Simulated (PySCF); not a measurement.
**Dipole response of Co⁺ (cobalt, charge +1)**

[Ar] 3d7 4s1, high-spin 5F determinant (an excited configuration). Computed with PySCF 2.14 in aug-cc-pVTZ, with no relativity, point nucleus. Coupled (time-dependent) response in atomic units; α is the mean over directions.

```tsv
method	mean α (bohr³)	C₆ (like pair)	S(−4)
B3LYP	23.26	109.0	455.6
```

S(−4) is the Cauchy moment in α(ω) = α(0) + S(−4) ω² + …

α(iu) at B3LYP:

```
u (hartree)  α(iu) (bohr³)
          0          23.26
     0.0500          22.18
      0.100          19.56
      0.200          13.74
      0.300          9.725
      0.500          5.747
      0.750          3.725
       1.00          2.747
       1.50          1.772
       2.00          1.273
       3.00         0.7684
       5.00         0.3773
```

For an ion, C₆ is the dispersion term alone; charge-induced terms of lower order in 1/R come first.
